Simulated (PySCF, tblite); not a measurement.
C4H7BO2S.
Structure used (PBE0-D3(BJ)/def2-SVP), in Å, numbered top down from 1:
```xyz
15
C4H7BO2S angstrom
C      2.8451   -0.5987   -0.0224
S      1.1789   -1.1391    0.4457
B      0.1536   -0.0828   -0.7214
O     -1.1521   -0.8165   -0.9555
C     -2.1612   -0.6268   -0.2032
C     -2.2551    0.4130    0.7163
C     -1.2465    1.3729    0.6690
O     -0.2068    1.2563   -0.0492
H      3.0202   -0.7597   -1.0958
H      3.5639   -1.2004    0.5501
H      3.0084    0.4620    0.2159
H      0.6926    0.1640   -1.7767
H     -2.9982   -1.3220   -0.3620
H     -3.1410    0.5461    1.3339
H     -1.3283    2.3112    1.2374
```

Jobs on this species (15 atoms, 68 electrons) with PySCF (density fitting) and tblite. Hardware of each: one thread of an Intel Xeon at 2.50 GHz, shared host. The host was shared with other jobs, so the times are rough.

```tsv
level and settings	work	basis functions	SCF cycles	wall time
GFN2-xTB	L-BFGS relaxation	–	–	?
PBE0/pcSseg-1	shieldings, ring-centre shieldings, charges and field gradients	178	14	71 s
GFN2-xTB	Hessian by finite differences	–	–	1.3 s
delta-SCF UKS SCAN, pcX-2 on the ionised atom, pcseg-1 elsewhere, spin-free X2C	ΔSCF core ionisation, 7 holes	193	152	3.7 min
PBE0-D3(BJ)/def2-SVP, grid level 1	geometry optimisation from a GFN2-xTB start shaken at random	151	140	7.9 min
mPW1PW91/pcSseg-1	shieldings, ring-centre shieldings	178	14	65 s
wB97X-D/def2-SVPD	10 singlets by full TDDFT, 4 Tamm–Dancoff triplets, polarisability, ΔSCF ions	229	14	7.6 min
```

Task: Fill in the missing figures.

Result: 
- GFN2-xTB; L-BFGS relaxation: 1.5 s

Task: What do all jobs in the table cost together?

Result: About 22 min; the longest takes about 37 % of that, and about 360 times as long as the shortest.
